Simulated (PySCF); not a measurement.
Isomers of C7F5N, one GFN2-xTB conformer each. Single-point energies are computed at PBE0/pcSseg-1 (PySCF, gas phase, no added dispersion term), electronic only.

Question: Rank them by PBE0/pcSseg-1 energy, lowest first (kJ/mol).
A. isocyanopentafluorobenzene, `[C-]#[N+]c1c(F)c(F)c(F)c(F)c1F`
B. pentafluorobenzonitrile (`Fc1c(c(F)c(c(F)c1F)F)C#N`)

Answer: B (0.0), A (95.6).

GFN2-xTB itself gives, in the same order: 0.0, 89.1. Both levels put the same isomer lowest.

Which frontier levels, dipoles and rotational constants go with these structures?

```json
{"SMILES": "N#Cc1c(F)c(F)c(F)c(F)c1F", "HOMO (eV, PBE0/pcSseg-1)": "-8.43", "LUMO (eV)": "-2.46", "dipole (D)": "2.72", "A, B, C (MHz)": "1026, 766.1, 438.6"}
{"SMILES": "[C-]#[N+]c1c(F)c(F)c(F)c(F)c1F", "HOMO (eV, PBE0/pcSseg-1)": "-8.33", "LUMO (eV)": "-2.19", "dipole (D)": "1.97", "A, B, C (MHz)": "1026, 792.5, 447.2"}
```
